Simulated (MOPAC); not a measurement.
MOPAC input (AM1):

```
AM1 1SCF CHARGE=1 GEO-OK AUX(PRECISION=9) THREADS=1
H8N3OSi

N    -0.14792300 1    1.62764400 1   -0.58665800 1
Si    0.11106900 1    0.03075400 1   -0.17940100 1
N     1.63004200 1   -0.29453200 1    0.43867700 1
N    -0.72667600 1   -1.06390500 1   -1.13508800 1
O    -0.81322200 1   -0.30687600 1    1.43581900 1
H    -0.69222000 1    1.91915800 1   -1.38322000 1
H     0.31176100 1    2.40123200 1   -0.13234100 1
H     2.45795400 1    0.09788500 1    0.01606900 1
H     1.84468400 1   -1.07703600 1    1.03712300 1
H    -0.33708400 1   -1.96334700 1   -1.37340800 1
H    -1.48884200 1   -0.81139500 1   -1.74564300 1
H    -1.70265400 1   -0.68910900 1    1.37098500 1
H    -0.73088700 1    0.26261500 1    2.21698800 1
```

From the output:

```
                                                       MOPAC v23.2.5 Linux

          FINAL HEAT OF FORMATION =         -4.50579 KCAL/MOL =     -18.85223 KJ/MOL

          COSMO AREA              =        123.00 SQUARE ANGSTROMS
          COSMO VOLUME            =        110.69 CUBIC ANGSTROMS

          IONIZATION POTENTIAL    =         14.726557 EV
          HOMO LUMO ENERGIES (EV) =        -14.727 -4.224
          NO. OF FILLED LEVELS    =         16
          MOLECULAR WEIGHT        =         94.1682         POINT GROUP:  C1

          MOLECULAR DIMENSIONS (Angstroms)

            Atom       Atom       Distance
            H     9    H     6     4.61206
            H    12    H     8     4.31612
            H    13    H    10     4.07634

          SCF CALCULATIONS        =          1

   ATOM   CHEMICAL          X               Y               Z
  NUMBER   SYMBOL      (ANGSTROMS)     (ANGSTROMS)     (ANGSTROMS)

     1       N         -0.14792300  *   1.62764400  *  -0.58665800  *
     2      Si          0.11106900  *   0.03075400  *  -0.17940100  *
     3       N          1.63004200  *  -0.29453200  *   0.43867700  *
     4       N         -0.72667600  *  -1.06390500  *  -1.13508800  *
     5       O         -0.81322200  *  -0.30687600  *   1.43581900  *
     6       H         -0.69222000  *   1.91915800  *  -1.38322000  *
     7       H          0.31176100  *   2.40123200  *  -0.13234100  *
     8       H          2.45795400  *   0.09788500  *   0.01606900  *
     9       H          1.84468400  *  -1.07703600  *   1.03712300  *
    10       H         -0.33708400  *  -1.96334700  *  -1.37340800  *
    11       H         -1.48884200  *  -0.81139500  *  -1.74564300  *
    12       H         -1.70265400  *  -0.68910900  *   1.37098500  *
    13       H         -0.73088700  *   0.26261500  *   2.21698800  *

                             CARTESIAN COORDINATES

   1    N       -0.147923000     1.627644000    -0.586658000
   2   Si        0.111069000     0.030754000    -0.179401000
   3    N        1.630042000    -0.294532000     0.438677000
   4    N       -0.726676000    -1.063905000    -1.135088000
   5    O       -0.813222000    -0.306876000     1.435819000
   6    H       -0.692220000     1.919158000    -1.383220000
   7    H        0.311761000     2.401232000    -0.132341000
   8    H        2.457954000     0.097885000     0.016069000
   9    H        1.844684000    -1.077036000     1.037123000
  10    H       -0.337084000    -1.963347000    -1.373408000
  11    H       -1.488842000    -0.811395000    -1.745643000
  12    H       -1.702654000    -0.689109000     1.370985000
  13    H       -0.730887000     0.262615000     2.216988000

           Empirical Formula: H8 N3 O Si  =    13 atoms

      MOLECULAR POINT GROUP   :   C1

                  EIGENVALUES
 -43.68992 -36.94310 -36.81409 -36.57555 -25.22815 -23.82440 -21.63903 -21.33280
 -20.99312 -20.33918 -19.76365 -19.13507 -18.70847 -16.05708 -14.76298 -14.72656
  -4.22395  -2.61690  -2.47470  -2.39321  -1.14376   0.35206   0.93933   0.96733
   1.13764   1.75462   1.89355   1.98286

              NET ATOMIC CHARGES AND DIPOLE CONTRIBUTIONS

  ATOM NO.   TYPE          CHARGE      No. of ELECS.   s-Pop       p-Pop
    1          N          -0.761656        5.7617     1.51709     4.24456
    2         Si           1.701329        2.2987     0.68351     1.61516
    3          N          -0.764710        5.7647     1.51804     4.24667
    4          N          -0.760268        5.7603     1.52460     4.23567
    5          O          -0.431096        6.4311     1.77433     4.65676
    6          H           0.229968        0.7700     0.77003
    7          H           0.229795        0.7702     0.77020
    8          H           0.232957        0.7670     0.76704
    9          H           0.225914        0.7741     0.77409
   10          H           0.229232        0.7708     0.77077
   11          H           0.227507        0.7725     0.77249
   12          H           0.318717        0.6813     0.68128
   13          H           0.322310        0.6777     0.67769
 DIPOLE           X         Y         Z       TOTAL
 POINT-CHG.    -1.623    -0.080     1.823     2.442
 HYBRID        -0.165     0.115    -0.258     0.327
 SUM           -1.788     0.036     1.565     2.377

          ATOMIC ORBITAL ELECTRON POPULATIONS

     Atom    s        px        py        pz
    1  N   1.51709   1.59223   1.23974   1.41259
    2 Si   0.68351   0.54422   0.53551   0.53543
    3  N   1.51804   1.21919   1.47500   1.55249
    4  N   1.52460   1.41753   1.29067   1.52746
    5  O   1.77433   1.44862   1.70645   1.50169
    6  H   0.77003
    7  H   0.77020
    8  H   0.76704
    9  H   0.77409
   10  H   0.77077
   11  H   0.77249
   12  H   0.68128
   13  H   0.67769

 **********************
 *                    *
 * JOB ENDED NORMALLY *
 *                    *
 **********************

 == MOPAC DONE ==
```

The dipole moment of an ion depends on the origin.

The geometry given is a B3LYP-D3(BJ)/def2-TZVP minimum.
